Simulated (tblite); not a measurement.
Species: C3H7FO2S2 (charge +1 and doublet state).
Bonds: C1–S2, S2–O3 (double), S2–O4 (double), S2–C5, C5–S6, S6–C7, C7–F8. Hydrogens: H9, H10, H11 on C1; H12, H13 on C5; H14, H15 on C7.

The geometry is computed with GFN2-xTB (gas phase). This method treats the open shell by occupation alone, without spin polarisation.

**Question.** What internal coordinates does the optimisation give?

**Answer.** 
```
                 bond  length (Å)
                C1–S2       1.797
                S2=O3       1.428
                S2=O4       1.419
                S2–C5       1.943
                C5–S6       1.745
                S6–C7       1.832
                C7–F8       1.345
C1–H9, C1–H10, C1–H11       1.084
       C5–H12, C5–H13       1.087
       C7–H14, C7–H15       1.098
```

Bonds in one row agree within 0.01 Å and their mean is given. A selection of angles:
```
     angle  degrees
  S2–C1–H9    108.9
 S2–C1–H10    108.5
 S2–C1–H11    106.4
 H9–C1–H10    112.6
 H9–C1–H11    110.1
  C1–S2–O3    111.4
  C1–S2–O4    112.6
  C1–S2–C5    103.1
  O3–S2–O4    120.0
  O3–S2–C5    103.4
  S2–C5–S6    107.5
 S2–C5–H12    105.5
 S6–C5–H12    113.0
 S6–C5–H13    110.3
H12–C5–H13    113.6
  C5–S6–C7    100.1
  S6–C7–F8    110.1
 S6–C7–H14    107.9
 S6–C7–H15    108.9
 F8–C7–H14    108.1
 F8–C7–H15    109.5
H14–C7–H15    112.4
```

Dihedral angles: C1–S2–C5–S6 -167° (antiperiplanar); S2–C5–S6–C7 77° (synclinal); C5–S6–C7–F8 35° (synclinal). The mirror-image conformer, all signs reversed, is as good.

S2 (sulfur bonded to 2 C and 2 O) is distorted tetrahedral (angles from 103.1° to 120.0°). Of the pairs four or more bonds apart, O3···H14 is among the closest relative to their van der Waals radii: 2.22 Å, 82 % of the sum of Bondi's values. The 4 C–S bonds span 1.745 Å (C5–S6, drawn single) to 1.943 Å (S2–C5, drawn single), a spread of 0.198 Å.

Point group: C1 (no symmetry element, even within 0.4 Å). Its GFN2-xTB frequencies are all real (lowest 35 cm⁻¹). 3 starts were optimised and ended at 0.00, 1.28 and 3.51 kcal/mol (GFN2-xTB); the lowest of these is shown.
